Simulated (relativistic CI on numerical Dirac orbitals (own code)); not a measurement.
Computed by Dirac-Coulomb-Breit CI, KLI orbitals optimised for each configuration, model QED (radiative potential, 1s self-energy scaled to tabulated hydrogen-like ionisation energies), unscaled Slater integrals (own radial code, finite nucleus).

The strongest absorption lines from the ground level of an ion, among the configurations computed and to levels below about 1630 eV (vacuum wavelength in Å, gf): 7.6439 (0.16), 7.6576 (0.028), 9.6802 (0.02), 9.8482 (0.015), 10.111 (0.42), 10.149 (0.24), 123.17 (0.15), 249.97 (0.0017).

Which ion is it?
A. Co XXII
B. Co XXIV
C. Ga XXVIII
D. V XX

B. Co XXIV has 4 electrons and the ground level 2s2 1S_0; the strongest line goes to 2s 3p 1P°_1. The pattern of lines fixes the number of electrons, and along that sequence the line energies rise steadily with the charge (about as its square where n changes within one kind of shell, about linearly where n is kept but much faster in heavy ions where fine structure, which grows about as Z⁴, sets the gap, and irregularly where shells cross), which fixes Z. Configurations outside the model, such as inner-shell arrays, can give stronger lines. At this charge energies of transitions that change n are usually good to better than 1 %, and those within a shell (Δn = 0) to a few per cent.

LS names give the leading component of a level, which can be under half, so a name can repeat, a term be missing and a line seem to break the LS rules.
